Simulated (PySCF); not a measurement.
## Calculated NMR data

Level of theory: coordinates at the GFN2-xTB level, NMR shieldings at PBE0/pcSseg-1/GIAO, in PySCF (relativity neglected, equivalent nuclei averaged, no solvent, a single conformation).

Scale: $^{1}$H (σ = 31.72 ppm), $^{13}$C (σ = 186.93 ppm) vs TMS (reference shieldings calculated alike). Where no couplings were computed, multiplicities follow the n + 1 count of equivalent neighbours, and m marks all less simple cases (inequivalent or close neighbours, rings, F or P nearby). Shifts are as computed. Against solution values, carbons near 30 ppm lie about +3 ppm off and those near 130 ppm about +5 ppm; carbons on Cl a further +6 ppm. Of 1211 compounds with measured shifts, 218 miss one by over three times the rms of a fit or turn the order of signals round; such compounds aren't used in these exercises. Carbons bonded to Cl come out too deshielded.

Compound 1 (C$_{5}$H$_{9}$N$_{3}$). $^{1}$H NMR (400 MHz, computed): δ 7.68 (m, 1H), 7.35 (m, 1H), 4.36 (sept, 1H), 1.74 (d, 6H). $^{13}$C{$^{1}$H} NMR (computed): δ 136.0 (CH), 128.5 (CH), 54.7 (CH), 26.5 (CH3). Structure: `CC(C)n1ccnn1`.

Compound 2 (C$_{5}$H$_{9}$ClSi$_{2}$). $^{1}$H NMR (400 MHz, computed): δ 6.82 (m, 1H), 6.71 (m, 1H), 4.54 (s, 2H), 3.88 (t, 3H), 2.14 (q, 2H). $^{13}$C{$^{1}$H} NMR (computed): δ 151.7 (CH), 148.7 (C), 147.1 (CH), 146.7 (C), 20.4 (CH2). Structure: SMILES [SiH3]CC1=CC=C(Cl)[SiH2]1.
